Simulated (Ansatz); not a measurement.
Steps of a relaxation of C$_{7}$H$_{14}$ (`C=CCCC(C)C`) with RKS PBE0-D4/def2-TZVP.

```sh
$ ansatz run in.yaml --threads 2 --pin off --events-out ev --progress --plain --max-ram 32768MiB --backend cuda --devices 0, --max-vram 18GiB
```

```yaml
crystal:
  periodic: [false, false, false]
  atoms:
    - {symbol: C, position_ang: [1.620940, -2.695572, -1.658915]}
    - {symbol: C, position_ang: [1.012107, -1.508356, -1.822243]}
    - {symbol: C, position_ang: [0.980833, -0.396774, -0.811938]}
    - {symbol: C, position_ang: [-0.444674, -0.046120, -0.350983]}
    - {symbol: C, position_ang: [-0.550284, 1.175689, 0.580998]}
    - {symbol: C, position_ang: [-2.020249, 1.528490, 0.841396]}
    - {symbol: C, position_ang: [0.202528, 0.972322, 1.902655]}
    - {symbol: H, position_ang: [1.594532, -3.471886, -2.439890]}
    - {symbol: H, position_ang: [2.173765, -2.933806, -0.734222]}
    - {symbol: H, position_ang: [0.464460, -1.317064, -2.765020]}
    - {symbol: H, position_ang: [1.614910, -0.671030, 0.057222]}
    - {symbol: H, position_ang: [1.438098, 0.517117, -1.258305]}
    - {symbol: H, position_ang: [-1.075823, 0.136718, -1.249138]}
    - {symbol: H, position_ang: [-0.892307, -0.931929, 0.154203]}
    - {symbol: H, position_ang: [-0.081438, 2.037760, 0.050549]}
    - {symbol: H, position_ang: [-2.114336, 2.433013, 1.476622]}
    - {symbol: H, position_ang: [-2.539071, 0.697784, 1.366111]}
    - {symbol: H, position_ang: [-2.568746, 1.719649, -0.103755]}
    - {symbol: H, position_ang: [1.285651, 0.796344, 1.747401]}
    - {symbol: H, position_ang: [-0.203568, 0.098339, 2.456204]}
    - {symbol: H, position_ang: [0.102663, 1.859304, 2.561028]}
basis:
  gaussian: {orbitals: def2-TZVP}
hamiltonian: {xc: pbe0, dispersion: d4}
relax: {f_tol: 0.005, max_steps: 150}
```

Positions (Å) and forces (eV/Å) along the path, 6 of 7 steps:

```xyz
21
step=1 energy=-7480.9281 eV
C     1.621   -2.696   -1.659   -0.216    0.466   -0.037
C     1.012   -1.508   -1.822    0.128   -0.590   -0.118
C     0.981   -0.397   -0.812    0.258    0.174    0.148
C    -0.445   -0.046   -0.351   -0.282   -0.191   -0.052
C    -0.550    1.176    0.581    0.155    0.180   -0.163
C    -2.020    1.528    0.841   -0.211    0.002    0.056
C     0.203    0.972    1.903    0.089   -0.068    0.197
H     1.595   -3.472   -2.440    0.007    0.439    0.420
H     2.174   -2.934   -0.734   -0.297    0.138   -0.488
H     0.464   -1.317   -2.765    0.290   -0.113    0.486
H     1.615   -0.671    0.057   -0.317    0.103   -0.414
H     1.438    0.517   -1.258   -0.212   -0.433    0.188
H    -1.076    0.137   -1.249    0.304   -0.064    0.407
H    -0.892   -0.932    0.154    0.224    0.409   -0.215
H    -0.081    2.038    0.051   -0.217   -0.394    0.251
H    -2.114    2.433    1.477    0.072   -0.428   -0.301
H    -2.539    0.698    1.366    0.259    0.378   -0.244
H    -2.569    1.720   -0.104    0.285   -0.096    0.432
H     1.286    0.796    1.747   -0.523    0.089    0.048
H    -0.204    0.098    2.456    0.175    0.405   -0.271
H     0.103    1.859    2.561    0.027   -0.407   -0.330
21
step=2 energy=-7481.0117 eV
C     1.604   -2.668   -1.645   -0.016    0.053   -0.007
C     0.998   -1.497   -1.806    0.062   -0.085   -0.062
C     0.976   -0.392   -0.800    0.027    0.013    0.009
C    -0.445   -0.050   -0.348   -0.018    0.020   -0.007
C    -0.541    1.170    0.571   -0.027   -0.010   -0.021
C    -2.003    1.515    0.833   -0.058    0.039    0.016
C     0.202    0.963    1.887    0.044   -0.001    0.049
H     1.581   -3.434   -2.418   -0.005    0.102    0.120
H     2.154   -2.901   -0.733   -0.079    0.030   -0.131
H     0.458   -1.307   -2.738    0.067   -0.021    0.147
H     1.600   -0.670    0.060   -0.099    0.029   -0.130
H     1.430    0.511   -1.243   -0.074   -0.131    0.066
H    -1.067    0.130   -1.239    0.095   -0.028    0.121
H    -0.885   -0.925    0.158    0.073    0.134   -0.063
H    -0.077    2.023    0.045   -0.070   -0.135    0.076
H    -2.094    2.411    1.462    0.007   -0.119   -0.084
H    -2.512    0.691    1.354    0.083    0.109   -0.073
H    -2.545    1.702   -0.102    0.074   -0.026    0.125
H     1.274    0.789    1.733   -0.146    0.026    0.024
H    -0.204    0.097    2.430    0.049    0.119   -0.085
H     0.100    1.841    2.537    0.013   -0.118   -0.088
21
step=3 energy=-7481.0176 eV
C     1.605   -2.661   -1.646   -0.037   -0.029    0.016
C     1.005   -1.491   -1.808   -0.083   -0.010    0.033
C     0.977   -0.392   -0.800    0.036    0.038   -0.002
C    -0.439   -0.048   -0.347   -0.021   -0.017   -0.003
C    -0.543    1.167    0.571    0.035    0.012   -0.012
C    -2.002    1.513    0.832    0.012   -0.024   -0.011
C     0.200    0.963    1.884   -0.009   -0.001   -0.007
H     1.560   -3.434   -2.405    0.035    0.011   -0.018
H     2.153   -2.894   -0.738    0.019    0.000    0.007
H     0.453   -1.307   -2.728    0.008    0.013   -0.018
H     1.597   -0.673    0.056    0.014   -0.004    0.015
H     1.430    0.508   -1.237    0.012    0.021   -0.001
H    -1.057    0.130   -1.235   -0.012    0.002   -0.011
H    -0.875   -0.918    0.156   -0.013   -0.021    0.006
H    -0.082    2.015    0.049    0.010    0.021   -0.008
H    -2.094    2.404    1.458    0.008    0.006    0.004
H    -2.506    0.692    1.350   -0.013   -0.012    0.009
H    -2.541    1.698   -0.100   -0.006    0.001   -0.011
H     1.268    0.794    1.733    0.012   -0.003   -0.005
H    -0.203    0.099    2.422   -0.004   -0.014    0.011
H     0.094    1.836    2.532   -0.002    0.009    0.007
21
step=5 energy=-7481.0185 eV
C     1.601   -2.662   -1.644   -0.005   -0.006   -0.003
C     0.998   -1.493   -1.804    0.005   -0.001   -0.004
C     0.976   -0.392   -0.798   -0.003   -0.003    0.000
C    -0.441   -0.048   -0.347    0.003    0.004    0.002
C    -0.542    1.168    0.570   -0.002   -0.003   -0.002
C    -2.000    1.512    0.831    0.001    0.001    0.001
C     0.201    0.963    1.883    0.000    0.001    0.000
H     1.572   -3.428   -2.411    0.001    0.005    0.006
H     2.150   -2.896   -0.736    0.001    0.002   -0.003
H     0.454   -1.304   -2.729    0.000    0.002    0.003
H     1.595   -0.673    0.058   -0.001    0.000   -0.001
H     1.430    0.507   -1.236    0.000   -0.002    0.001
H    -1.060    0.130   -1.234    0.001   -0.001    0.000
H    -0.879   -0.919    0.158    0.000    0.001    0.000
H    -0.080    2.017    0.047   -0.001   -0.001    0.001
H    -2.093    2.404    1.456   -0.001    0.000    0.000
H    -2.505    0.691    1.350    0.001    0.001    0.000
H    -2.540    1.697   -0.101    0.000   -0.001    0.001
H     1.269    0.794    1.731   -0.001    0.000    0.000
H    -0.201    0.099    2.422    0.001    0.000   -0.001
H     0.096    1.836    2.532    0.000   -0.001    0.000
21
step=6 energy=-7481.0185 eV rejected
C     1.602   -2.662   -1.645   -0.006   -0.011   -0.003
C     0.997   -1.493   -1.804    0.009    0.006    0.002
C     0.975   -0.393   -0.797   -0.003   -0.008   -0.007
C    -0.441   -0.048   -0.347    0.000   -0.001    0.000
C    -0.542    1.168    0.570   -0.001    0.000    0.005
C    -2.001    1.513    0.831    0.001    0.002    0.002
C     0.202    0.963    1.883   -0.005    0.003   -0.007
H     1.573   -3.428   -2.411    0.001    0.008    0.004
H     2.151   -2.894   -0.737    0.001    0.001   -0.002
H     0.453   -1.304   -2.728   -0.001    0.000    0.002
H     1.593   -0.676    0.060    0.000   -0.001    0.002
H     1.431    0.506   -1.233   -0.001    0.001   -0.002
H    -1.060    0.129   -1.235    0.002    0.003    0.000
H    -0.880   -0.918    0.158    0.001    0.000    0.002
H    -0.080    2.017    0.047   -0.001   -0.002    0.001
H    -2.093    2.404    1.456    0.001    0.000    0.000
H    -2.504    0.691    1.350    0.000    0.000    0.000
H    -2.541    1.697   -0.101    0.001   -0.001    0.000
H     1.269    0.794    1.730    0.000    0.000    0.002
H    -0.201    0.098    2.421    0.002    0.000    0.001
H     0.096    1.835    2.532   -0.001    0.000   -0.002
21
step=7 energy=-7481.0185 eV
C     1.601   -2.663   -1.645    0.000   -0.001   -0.001
C     0.998   -1.493   -1.804    0.000    0.000    0.001
C     0.976   -0.393   -0.797    0.000    0.000    0.000
C    -0.441   -0.048   -0.347   -0.001    0.000    0.000
C    -0.542    1.168    0.570    0.001    0.000    0.000
C    -2.001    1.512    0.831    0.000    0.000    0.000
C     0.201    0.963    1.883    0.000    0.000   -0.001
H     1.572   -3.428   -2.411    0.000    0.000    0.000
H     2.151   -2.895   -0.737    0.000    0.000    0.000
H     0.454   -1.304   -2.729   -0.001    0.001    0.000
H     1.594   -0.675    0.059    0.000    0.000    0.001
H     1.431    0.506   -1.235    0.000    0.000    0.000
H    -1.059    0.130   -1.235    0.000    0.000    0.000
H    -0.879   -0.918    0.158    0.000    0.000    0.000
H    -0.080    2.017    0.047    0.000    0.000    0.000
H    -2.093    2.404    1.456    0.000    0.000    0.000
H    -2.504    0.691    1.351    0.000    0.000    0.000
H    -2.541    1.697   -0.101    0.000    0.000    0.000
H     1.269    0.794    1.731    0.000    0.000    0.000
H    -0.201    0.099    2.422    0.000    0.000    0.000
H     0.095    1.836    2.532    0.000    0.000    0.000
```

It took 21 s on 2 threads of an AMD EPYC 7R13 on a shared host and a share of an NVIDIA H100 80 GB, with 0.91 GiB of host memory at the peak.
